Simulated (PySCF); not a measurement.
**Excitation energy of Sb by level of theory**

Sb [Kr] 4d10 5s2 5p3 (4S) → Sb [Kr] 4d10 5s2 5p2 6s1 (4P), as a difference of total energies. Computed with PySCF 2.14 in x2c-QZVPPall with one added diffuse shell each of s, p, d, f type (14s10p8d5f1g, 128 functions), with scalar relativity by spin-free X2C-1e. The calculations carry no spin-orbit coupling.

Question: Order these methods by the excitation energy they give, lowest first.
A. LC-wPBE
B. UHF
C. BHandHLYP
D. revPBE

Answer: D (5.545 eV), B (5.588 eV), C (5.695 eV), A (5.928 eV).

For comparison: 5.789 eV (measured; NIST levels, between the centres of gravity of the two terms).
